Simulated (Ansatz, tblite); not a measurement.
Cost and result up the ladder for PbO₂H₂ (5 atoms). The state is a singlet with charge 0. Geometry: PBE0-D4/def2-TZVP.

```xyz
5

Pb   -1.268   -0.298   -0.164
O    -0.404    1.413   -0.944
O     0.569   -0.864    0.664
H     0.572   -1.690    1.153
H     0.530    1.440   -0.709
```

Ansatz on 4 threads of Arm Neoverse V1 on a shared host; xTB runs through tblite on one thread. Times are rough, summed over both states, and most runs start from the orbitals of an earlier one. PBE0-D4/def2-TZVP serves as the yardstick here, not as an exact answer. The other state is a triplet.

In the def2 sets Pb takes a core potential; there is no spin–orbit coupling. The xTB rows come from tblite. The structure comes from a short search, and lower isomers may exist.

xTB has no spin-polarisation term.

| level | functions | wall time | vertical triplet (eV) | difference from PBE0-D4/def2-TZVP (eV) |
| --- | --- | --- | --- | --- |
| GFN1-xTB | 16 | 0.004 s | 5.01 | 1.37 |
| GFN2-xTB | 14 | 0.004 s | 4.50 | 0.86 |
| PBE-D4/def2-TZVP (with forces) | 124 | 2.2 s | 3.61 | -0.03 |
| PBE0-D4/def2-TZVP | 124 | 3.1 s | 3.64 | 0.00 |
| r2SCAN-D4/def2-TZVP | 124 | 4.6 s | 3.54 | -0.10 |
